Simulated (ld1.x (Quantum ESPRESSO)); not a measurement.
Pseudopotential generation for Cr (Z = 24): PAW, LDA (PZ), scalar-relativistic.

| Item | Value |
| --- | --- |
| Element | chromium (Cr) |
| Generator | ld1.x (Quantum ESPRESSO) 7.5 |
| Type | PAW |
| Functional | LDA (PZ) |
| Relativity | scalar-relativistic |
| Frozen core | [Ar] |
| Valence charge | 6 |
| Reference configuration | 3d5 4s0.5 4p0 (charge +0.5) |
| Partial waves | 4s (bound): rcut 2.05, rcutus 2.45 bohr; 4s channel at -0.1 Ry: rcut 2.05, rcutus 2.45 bohr; 4p (bound, empty): rcut 2.15, rcutus 2.75 bohr; 4p channel at 1.5 Ry: rcut 2.15, rcutus 2.75 bohr; 3d (bound): rcut 1.80, rcutus 2.45 bohr; 3d channel at 4.7 Ry: rcut 1.80, rcutus 2.45 bohr |
| Local potential | all-electron potential smoothed inside 2.25 bohr (lloc = -1) |
| Core correction | a·sin(br)/r model core inside 1.70 bohr |
| Augmentation charge | PSQ, inside the norm-conserving radii |

Results:

```
Cutoffs needed                            : 18 Ry and 25 Ry (the cutoffs (Ry, on a coarse ladder) from which the occupation-weighted sum of valence levels, in a spherical-Bessel basis at the reference potential, stays within 10 and 1 mRy of its value at 400 Ry)
Ghost test                                : no extra level below or beside the all-electron valence levels (s, p, d, f tested) (spherical-Bessel basis up to 400 Ry, 20 bohr box)
Configuration tests                       : test run stopped at test 5 of 9 (negative rho), 1 before it not solved; not counted: 3d4 4s1 4p1 (solver errors, printed error -273 eV)
Lowest eigenvalue of the overlap operator : 0.44 (s channel)
Density cutoff estimated by the generator : 122 Ry
```

Generation and tests took about 2.2 s on one core of a shared server CPU.
